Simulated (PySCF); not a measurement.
Frontier orbitals and the lowest excitations

Species: 2-isopropenylnaphthalene, C13H12.
Atom-mapped SMILES: `[CH2:1]=[C:2]([CH3:3])[c:4]1[cH:5][cH:6][c:7]2[cH:8][cH:9][cH:10][cH:11][c:12]2[cH:13]1` (hydrogens: H14, H15 on C1; H16, H17, H18 on C3; H19 on C5; H20 on C6; H21 on C8; H22 on C9; H23 on C10; H24 on C11; H25 on C13)

Cartesian coordinates in Å at the PBE0-D3(BJ)/def2-SVP level; atoms count from 1:
```
atom  x, y, z in Å
C1    -2.827   -1.645    0.396
C2    -2.423   -0.382    0.609
C3    -3.362    0.653    1.160
C4    -1.038    0.047    0.298
C5    -0.775    1.369   -0.163
C6     0.499    1.777   -0.471
C7     1.604    0.902   -0.325
C8     2.933    1.292   -0.628
C9     3.979    0.414   -0.462
C10    3.741   -0.895    0.018
C11    2.463   -1.302    0.321
C12    1.361   -0.422    0.156
C13    0.035   -0.812    0.461
H14   -3.841   -1.959    0.655
H15   -2.170   -2.392   -0.057
H16   -4.303    0.195    1.494
H17   -2.911    1.190    2.010
H18   -3.614    1.412    0.401
H19   -1.605    2.067   -0.291
H20    0.676    2.793   -0.836
H21    3.113    2.305   -0.997
H22    4.999    0.726   -0.699
H23    4.579   -1.583    0.147
H24    2.276   -2.314    0.692
H25   -0.135   -1.816    0.857
```

Method: TDDFT PBE0/def2-SVPD, vertical, gas phase, core orbitals frozen in the response (PySCF).

Kohn–Sham orbitals with the atoms that hold most of them (Löwdin shares over 4%, at most four atoms; ? is withheld):

| orbital | ε (eV) | atoms |
| --- | --- | --- |
| HOMO-3 | -8.35 | C6 15%, C7 14%, C11 11%, C12 10% |
| HOMO-2 | -7.74 | C2 17%, C1 16%, C9 11%, C12 11% |
| HOMO-1 | -6.83 | ? |
| HOMO | -6.19 | ? |
| LUMO | -1.39 | C13 13%, C4 10%, C11 10%, C9 9% |
| LUMO+1 | -0.73 | C5 15%, C10 12%, C7 11%, C12 8% |
| LUMO+2 | 0.34 | C12 15%, C8 12%, C11 9%, C13 9% |

Problem. Which atoms hold the HOMO-1, and with what shares?

Solution. C5 (bonded to 2 C and H) 16%; C10 (bonded to 2 C and H) 12%; C7 (bonded to 3 C) 11%; C1 (bonded to C and 2 H) 10%.

Problem. Which atoms hold the HOMO, and with what shares?

Solution. C13 (bonded to 2 C and H) 15%; C11 (bonded to 2 C and H) 11%; C8 (bonded to 2 C and H) 10%; C4 (bonded to 3 C) 10%.

Problem. The HOMO–LUMO gap is 4.81 eV. Where does the response calculation put the lowest singlet, and from which orbitals?

Solution. S1 is at 4.17 eV (f = 0.068), 0.63 eV below the gap, made of HOMO→LUMO (89%). Without the coupling terms of the response equations the lowest excitation would equal the gap.

Next come S2 at 4.25 eV (f 0.0061), HOMO-1→LUMO (47%), HOMO→LUMO+1 (44%); S3 at 5.13 eV (f 0.782), HOMO-1→LUMO (44%), HOMO→LUMO+1 (40%), HOMO-2→LUMO (12%); S4 at 5.39 eV (f 0.094), HOMO-2→LUMO (48%), HOMO-1→LUMO+1 (28%), HOMO→LUMO+2 (13%); S5 at 5.52 eV (f 0.034), HOMO→LUMO+2 (50%), HOMO-1→LUMO+1 (39%).

One conformer stands for the species.
